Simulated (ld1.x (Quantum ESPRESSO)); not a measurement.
## What one change does to a pseudopotential (Sn, TM)

ld1.x (Quantum ESPRESSO) 7.5 input, shortened:

```
&input
   title='Sn', zed=50., rel=1, dft='PBESOL', iswitch=3,
   config='[Kr] 4d10 5s2 5p2 5d-2'
 /
 &inputp
   pseudotype=2, tm=.true., lloc=2,
   nlcc=.true., new_core_ps=.true., rcore=1.50
 /
3
5S  1  0   2.00   0.00  1.55  1.55  0.0
5P  2  1   2.00   0.00  2.55  2.55  0.0
5D  3  2  -2.00  -0.10  2.45  2.45  0.0
 &test
   configts(1)='5s2 5p2'
 /
```

All-electron outer shells of the reference configuration (PBEsol, scalar-relativistic, ld1.x):

```
shell  level (eV)  outermost node (bohr)  outermost maximum (bohr)
   4p      -89.56                   0.41                      0.79
   4d      -25.79                   0.39                      0.88
   5s      -10.59                   0.98                      2.01
   5p       -3.71                   1.09                      2.55
```

Change: fully relativistic.

Cutoffs: the cutoffs (Ry, on a coarse ladder) from which the occupation-weighted sum of valence levels, in a spherical-Bessel basis at the reference potential, stays within 10 and 1 mRy of its value at 400 Ry; they do not see the model core or the augmentation charge, which bear on the density cutoff. Errors are all-electron minus pseudo energies relative to the spin-unpolarised reference configuration.

Question: How do hardness, ghosts and transferability respond?

Answer: The potential gets neither clearly harder nor softer (35 Ry and 100 Ry → 35 Ry and 100 Ry); both files keep a bound ghost (p, s); of the 7 tests that both files solve, the error grows in 1 and shrinks in 2 by more than 15 % and 0.3 meV (median size 60.0 → 57.8 meV).

| quantity | base | changed |
| --- | --- | --- |
| cutoff, loose | 35 Ry | 35 Ry |
| cutoff, tight | 100 Ry | 100 Ry |
| bound ghosts | s, p | s, p1/2, p3/2 |
| error for 5s2 5p1, meV [ΔE 6.90 → 6.91 eV] | -12 | -10 |
| error for 5s2 5p0, meV [ΔE 20.87 → 20.90 eV] | -72 | -68 |
| error for 5s1 5p0, meV [ΔE 51.88 → 51.91 eV] | -379 | -369 |
| error for 5s1 5p2, meV [ΔE 14.58 → 14.58 eV] | -60 | -58 |
| error for 5s2 5p2.3, meV [ΔE -0.85 eV] | -0.1 | -0.4 |
| error for 5s2 5p1.5, meV [ΔE 2.63 → 2.63 eV] | -2.4 | -1.9 |
| error for 5s0 5p4, meV [ΔE 14.25 → 14.21 eV] | -101 | -99 |
| s: phases at 2.74 bohr within 0.05 rad from the reference energy up to (Ry; the scan ends near 5) | 0.4 | 0.4 |

 A true bound ghost makes a file unfit for plane-wave use even where its test errors are small: the radial tests pick states by their node count and pass the ghost by.
